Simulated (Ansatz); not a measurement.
`[CH3][Zn][O]C=N` + `FC(F)(F)[SeH]` → `[CH3][Zn][Se]C(F)(F)F` + `N=CO`  (ligand exchange at a Zn–O bond)

Isolated molecules relaxed with PBE0-D4/def2-TZVP in Ansatz; ΔE leaves out vibrations. CCSD(T)/CBS is the MP2 limit (def2-TZVPP, def2-QZVPP) plus CCSD(T) − MP2 in def2-TZVPP, frozen cores. This one scheme is used for every species. DFT in def2-TZVPP. For Se, Zn outer-core shells are correlated without core-valence functions, which leaves a few kJ/mol of doubt a bond. Scalar relativity is left out up to krypton. One conformer a species, not always the lowest.

```
             level  ΔE (kcal/mol)
         CAM-B3LYP          -16.4
CCSD(T)/def2-TZVPP          -16.2
```

Task: What does CCSD(T)/CBS give? (Estimate.)

Result: The calculation gave: -18.1 kcal/mol. The listed levels differ from it by 1.7, 1.9 kcal/mol.

Largest T1 diagnostic among the species: 0.016.

From PBE to PBE0 (25 % exact exchange), in def2-TZVPP and without D4, ΔE moves by −1.6 kcal/mol. In def2-TZVPP, CCSD(T) changes the Hartree–Fock value by +2.7 kcal/mol (the triples alone add +0.3 kcal/mol) and MP2 by +2.0 kcal/mol.
